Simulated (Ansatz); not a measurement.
NH₄Br, singlet: a pair in one relaxed arrangement.

The input file, in.yaml:

```yaml
crystal:
  periodic: [false, false, false]
  atoms:
    - {symbol: N, position_ang: [-0.004211, 0.029750, -0.589024]}
    - {symbol: H, position_ang: [0.406394, 0.902943, -0.897220]}
    - {symbol: H, position_ang: [0.528487, -0.737496, -0.980961]}
    - {symbol: H, position_ang: [-0.955034, -0.023394, -0.934221]}
    - {symbol: Br, position_ang: [0.017778, -0.125031, 2.475373]}
    - {symbol: H, position_ang: [0.006686, -0.046771, 0.926054]}
basis:
  gaussian: {orbitals: "def2-TZVPPD.json"}
hamiltonian: {xc: {name: B3LYP}, dispersion: d4}
```

The basis file named in the input lies beside it (Basis Set Exchange, JSON).

Command:

```bash
ansatz run in.yaml --threads 2 --pin off --events-out ev --progress --plain --max-ram 5222MiB
```

The run's output (Ansatz 0.2.0):

```
Functional definition: B3LYP
  name "B3LYP"
  cite "Stephens, Devlin, Chabalowski & Frisch, J. Phys. Chem. 98, 11623 (1994) doi:10.1021/j100096a001"
  cite "Becke, Phys. Rev. A 38, 3098 (1988) doi:10.1103/PhysRevA.38.3098"
  cite "Lee, Yang & Parr, Phys. Rev. B 37, 785 (1988) doi:10.1103/PhysRevB.37.785"
  cite "Vosko, Wilk & Nusair, Can. J. Phys. 58, 1200 (1980) doi:10.1139/p80-159"
  parameter a0 = 0.2
  parameter ax = 0.72
  parameter ac = 0.81
  exchange = (1 - a0 - ax)*slater_x + ax*b88_x + a0*exact_x
  correlation = (1 - ac)*vwn_rpa_c + ac*lyp_c
871 factors; their error is unknown
mean field evaluation 1: about -71598.1590 eV, gradient 5.5e1 eV
mean field evaluation 2: about -71591.2208 eV, gradient 7.6e1 eV
mean field evaluation 4: about -71603.5621 eV, gradient 3.9e0 eV
mean field evaluation 8: about -71603.8493 eV, gradient 7.3e-2 eV
mean field -71603.84933975 eV, -2631.3929284036 hartree, gradient 3.5e-5 eV, S^2 0.000000; 0 other end points of the search recorded, 0 dependent functions left out
reference -71603.84958984 eV, -2631.3929375942 hartree; 23, 23 occupied and 139, 139 virtual orbitals, 871 factors
Total energy: -71603.93873425 eV, -2631.3962135907 hartree
```

Hardware: 2 CPU threads of an Intel Xeon Platinum 8488C, shared host. Wall time about 2.8 s.
